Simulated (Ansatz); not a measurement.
# Worked example: ideal-gas entropy of ICl (iodine monochloride)

A linear singlet with charge 0, relaxed at PBE0-D4/def2-TZVP (core potential) (Ansatz 0.2.0):

```xyz
2

Cl    0.0000    0.0000   -0.0026
I     0.0000    0.0000    2.3091
```

Harmonic wavenumbers in cm⁻¹: 399.

Masses in u: Cl 35.45, I 126.904. Take T = 298.15 K, p = 1 bar, R = 8.3145 J/(mol K), kT/hc = 207.22 cm⁻¹, rigid rotor and harmonic oscillator.

Q: Compute the standard molar entropy.

A: 
1. Translation (Sackur–Tetrode): S = R[3/2 ln M + 5/2 ln T − 1.1517] with M = 162.354 gives 172.3 J/(mol K).
2. Rotation: the moment of inertia is 148.078 u Å², so B = 16.8576/I = 0.1138 cm⁻¹; σ = 1; q = kT/(σhcB) = 1820.9; S = R(ln q + 1) = 70.7.
3. Vibration: with u = ν̃/207.22, each mode gives R[u/(eᵘ − 1) − ln(1 − e⁻ᵘ)]; the sum is 4.0, most from 399 cm⁻¹ (4.0).
4. Electronic: R ln 1 = 0.0, from the spin multiplicity alone.
5. Sum: 172.3 + 70.7 + 4.0 + 0.0 = 247.0 J/(mol K).

No measured value is set beside it here.
